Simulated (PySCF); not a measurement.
Here is a job for PySCF.
```python
from pyscf import gto, scf

mol = gto.Mole()
mol.atom = '''
    N     2.097412   -0.672867   -0.267419
    Si    0.419850   -0.128940   -0.019059
    Br   -0.830551   -1.328532   -1.388673
    Br    0.346959    2.005718   -0.563389
    Br   -0.333650   -0.355750    2.008494
    H     2.312710   -1.560273   -0.344022
    H     2.847179   -0.034519    0.038857
'''
mol.basis = 'sto-3g'
mol.charge = 0
mol.spin = 0
mol.verbose = 3
mol.build()

mf = scf.RHF(mol)
mf.kernel()
g = mf.nuc_grad_method()
grad = g.kernel()
```

Question: Predict the dipole moment from HF/STO-3G, gradient (PySCF).

Answer: 2.27 D

Question: What Mulliken (on the basis functions themselves) charges in atom order does HF/STO-3G, gradient give?

Answer: N1 -0.62, Si2 0.83, Br3 -0.20, Br4 -0.20, Br5 -0.20, H6 0.21, H7 0.17

Question: Predict the HOMO energy from HF/STO-3G, gradient.

Answer: -8.97 eV

Question: Give the nuclear repulsion energy at the level HF/STO-3G, gradient.

Answer: 1089.5704 Eh

Question: Predict the number of basis functions from HF/STO-3G, gradient.

Answer: 70

Question: Predict the total energy from HF/STO-3G, gradient.

Answer: -7974.6576 Eh
